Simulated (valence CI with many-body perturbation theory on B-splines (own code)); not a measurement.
# Pt65+: calculated level list

Method: relativistic CI+MBPT: three valence electrons over a frozen Dirac-Fock core [Ne], a basis of 11 s, 11 p, 10 d, 8 f, 5 g, 2 h functions for each j, with the one-electron correlation potential Σ1, the two-electron term Σ2, the three-electron term Σ3, Breit, model QED; selected CI, second order for the rest, scaled by the run's own slope (own B-spline code, finite nucleus).

The last digits are not significant, and no measured levels were compared; by estimate large intervals hold to a few tenths of a per cent, small ones and those within an open d or f shell to about a per cent.

Levels 1 to 45 of 157, with energies above the lowest level, (3s^2 3p1/2) J=1/2. "Leading %" is the weight of the configuration and term that name the level; weights of strongly mixed levels are sums over their largest components and can fall short. In the jj column 3d3/2^4 stands for four electrons in 3d with j = 3/2. Lifetimes count E1, E2, E3, M1 and M2 decay at the calculated energies, and are blank where another channel may lead or the interval is too uncertain; long ones can be off by a factor of two.

| No. | Configuration | Term | J | E (eV) | Leading % | Lifetime | Second component | g | Leading jj |
| --- | --- | --- | --- | --- | --- | --- | --- | --- | --- |
| 1 | 3s2.3p | 2P° | 1/2 | 0.0 | 100 |  |  | 0.644 | 3s^2 3p1/2 (100 %) |
| 2 | 3s.3p2 | 4P | 1/2 | 182.7 | 51 | 22.4 ps | 31 % 3s.3p2 2S | 2.084 | 3s 3p1/2^2 (99 %) |
| 3 | 3s2.3p | 2P° | 3/2 | 467.9 | 99 | 897 ps |  | 1.319 | 3s^2 3p3/2 (99 %) |
| 4 | 3s.3p2 | 4P | 3/2 | 617.7 | 88 | 43.7 ps | 9 % 3s.3p2 2D | 1.620 | 3s 3p1/2 3p3/2 (99 %) |
| 5 | 3s.3p2 | 2D | 5/2 | 637.3 | 62 | 60.5 ps | 37 % 3s.3p2 4P | 1.330 | 3s 3p1/2 3p3/2 (98 %) |
| 6 | 3s.3p2 | 2D | 3/2 | 659.2 | 47 | 860 fs | 29 % 3s.3p2 2P | 0.969 | 3s 3p1/2 3p3/2 (79 %) |
| 7 | 3s.3p2 | 2P | 1/2 | 670.3 | 69 | 228 fs | 30 % 3s.3p2 4P | 1.271 | 3s 3p1/2 3p3/2 (99 %) |
| 8 | 3s2.3d | 2D | 3/2 | 718.7 | 78 | 173 fs | 13 % 3s.3p2 2D | 0.828 | 3s^2 3d3/2 (78 %) |
| 9 | 3s2.3d | 2D | 5/2 | 813.5 | 98 | 2.72 ps |  | 1.191 | 3s^2 3d5/2 (98 %) |
| 10 | 3s.3p.3d | 4F° | 3/2 | 836.7 | 31 | 2.56 ps | 22 % 3p3 2P° | 0.960 | 3s 3p1/2 3d3/2 (53 %) |
| 11 | 3s.3p.3d | 4F° | 3/2 | 850.5 | 47 | 1.55 ps | 19 % 3p3 2P° | 0.822 | 3s 3p1/2 3d3/2 (60 %) |
| 12 | 3s.3p.3d | 4F° | 5/2 | 862.5 | 41 | 31.5 ps | 32 % 3s.3p.3d 2F° | 1.015 | 3s 3p1/2 3d3/2 (99 %) |
| 13 | 3s.3p.3d | 4D° | 1/2 | 891.1 | 56 | 280 fs | 37 % 3s.3p.3d 2P° | 0.403 | 3s 3p1/2 3d3/2 (99 %) |
| 14 | 3s.3p.3d | 4D° | 3/2 | 899.3 | 30 | 185 fs | 28 % 3s.3p.3d 2P° | 1.274 | 3s 3p1/2 3d3/2 (85 %) |
| 15 | 3s.3p.3d | 4P° | 5/2 | 967.3 | 38 | 2.82 ps | 31 % 3s.3p.3d 4D° | 1.348 | 3s 3p1/2 3d5/2 (100 %) |
| 16 | 3s.3p.3d | 4F° | 7/2 | 983.0 | 41 | 3.61 ps | 36 % 3s.3p.3d 2F° | 1.233 | 3s 3p1/2 3d5/2 (99 %) |
| 17 | 3s.3p.3d | 2F° | 5/2 | 993.8 | 51 | 3.08 ps | 22 % 3s.3p.3d 2D° | 1.033 | 3s 3p1/2 3d5/2 (98 %) |
| 18 | 3s.3p.3d | 2P° | 3/2 | 998.6 | 37 | 1.23 ps | 34 % 3s.3p.3d 2D° | 1.109 | 3s 3p1/2 3d5/2 (93 %) |
| 19 | 3p2.3d | 2D | 3/2 | 1065.9 | 41 | 5.69 ps | 34 % 3p2.3d 4F | 0.775 | 3p1/2^2 3d3/2 (99 %) |
| 20 | 3s.3p2 | 4P | 5/2 | 1098.0 | 62 | 935 fs | 38 % 3s.3p2 2D | 1.432 | 3s 3p3/2^2 (99 %) |
| 21 | 3s.3p2 | 2S | 1/2 | 1138.2 | 68 | 317 fs | 18 % 3s.3p2 4P | 1.930 | 3s 3p3/2^2 (99 %) |
| 22 | 3s.3p2 | 2P | 3/2 | 1145.7 | 60 | 156 fs | 31 % 3s.3p2 2D | 1.188 | 3s 3p3/2^2 (99 %) |
| 23 | 3p2.3d | 2D | 5/2 | 1187.1 | 34 | 2.50 ps | 20 % 3p2.3d 4D | 1.189 | 3p1/2^2 3d5/2 (99 %) |
| 24 | 3p3 | 2D° | 5/2 | 1297.8 | 65 | 508 fs | 14 % 3s.3p.3d 2D° | 1.176 | 3p1/2 3p3/2^2 (65 %) |
| 25 | 3p3 | 4S° | 3/2 | 1303.6 | 49 | 205 fs | 42 % 3p3 2D° | 1.423 | 3p1/2 3p3/2^2 (91 %) |
| 26 | 3p3 | 2P° | 1/2 | 1321.9 | 77 | 263 fs | 15 % 3s.3p.3d 2P° | 0.812 | 3p1/2 3p3/2^2 (77 %) |
| 27 | 3s.3p.3d | 4D° | 3/2 | 1330.7 | 43 | 281 fs | 34 % 3s.3p.3d 4P° | 1.275 | 3s 3p3/2 3d3/2 (96 %) |
| 28 | 3s.3p.3d | 4P° | 1/2 | 1332.7 | 75 | 375 fs | 16 % 3s.3p.3d 4D° | 2.042 | 3s 3p3/2 3d3/2 (92 %) |
| 29 | 3s.3p.3d | 4D° | 5/2 | 1336.2 | 36 | 209 fs | 23 % 3s.3p.3d 4F° | 1.204 | 3s 3p3/2 3d3/2 (76 %) |
| 30 | 3s.3p.3d | 4F° | 7/2 | 1338.3 | 42 | 396 fs | 40 % 3s.3p.3d 2F° | 1.218 | 3s 3p3/2 3d3/2 (96 %) |
| 31 | 3s.3p.3d | 2D° | 3/2 | 1368.9 | 60 | 146 fs | 19 % 3s.3p.3d 4P° | 0.985 | 3s 3p3/2 3d3/2 (91 %) |
| 32 | 3s.3p.3d | 2F° | 5/2 | 1381.8 | 64 | 126 fs | 9 % 3p3 2D° | 0.965 | 3s 3p3/2 3d3/2 (90 %) |
| 33 | 3s.3p.3d | 2P° | 1/2 | 1388.2 | 62 | 114 fs | 20 % 3s.3p.3d 4D° | 0.610 | 3s 3p3/2 3d3/2 (84 %) |
| 34 | 3s.3p.3d | 4F° | 9/2 | 1413.5 | 100 | 2.16 ns |  | 1.319 | 3s 3p3/2 3d5/2 (100 %) |
| 35 | 3s.3p.3d | 2D° | 5/2 | 1437.5 | 46 | 936 fs | 38 % 3s.3p.3d 4P° | 1.340 | 3s 3p3/2 3d5/2 (98 %) |
| 36 | 3s.3p.3d | 2F° | 7/2 | 1446.4 | 53 | 1.48 ps | 39 % 3s.3p.3d 4D° | 1.247 | 3s 3p3/2 3d5/2 (96 %) |
| 37 | 3s.3p.3d | 2D° | 3/2 | 1450.4 | 42 | 939 fs | 40 % 3s.3p.3d 2P° | 1.141 | 3s 3p3/2 3d5/2 (93 %) |
| 38 | 3s.3p.3d | 2F° | 7/2 | 1467.5 | 70 | 264 fs | 20 % 3s.3p.3d 4D° | 1.194 | 3s 3p3/2 3d5/2 (99 %) |
| 39 | 3s.3p.3d | 2P° | 1/2 | 1476.9 | 83 | 1.10 ps | 7 % 3s.3p.3d 4D° | 0.720 | 3s 3p3/2 3d5/2 (95 %) |
| 40 | 3s.3p.3d | 2P° | 3/2 | 1488.8 | 75 | 225 fs | 9 % 3s.3p.3d 4P° | 1.298 | 3s 3p3/2 3d5/2 (99 %) |
| 41 | 3s.3p.3d | 2D° | 5/2 | 1491.1 | 62 | 228 fs | 22 % 3s.3p.3d 2F° | 1.113 | 3s 3p3/2 3d5/2 (96 %) |
| 42 | 3p2.3d | 2F | 5/2 | 1505.3 | 48 | 584 fs | 35 % 3p2.3d 4F | 0.943 | 3p1/2 3p3/2 3d3/2 (91 %) |
| 43 | 3p2.3d | 4F | 3/2 | 1513.9 | 41 | 338 fs | 25 % 3p2.3d 4D | 0.896 | 3p1/2 3p3/2 3d3/2 (98 %) |
| 44 | 3p2.3d | 4D | 1/2 | 1516.9 | 81 | 306 fs | 16 % 3p2.3d 2P | 0.169 | 3p1/2 3p3/2 3d3/2 (99 %) |
| 45 | 3p2.3d | 2G | 7/2 | 1521.9 | 53 | 383 fs | 26 % 3p2.3d 2F | 1.014 | 3p1/2 3p3/2 3d3/2 (96 %) |

The ionisation energy to 3s2 1S_0 of the next ion comes out as 7664.2 eV (NIST: 7660 ± 30 eV (theoretical)). All 157 levels together are meant to be complete up to 3737.8 eV.
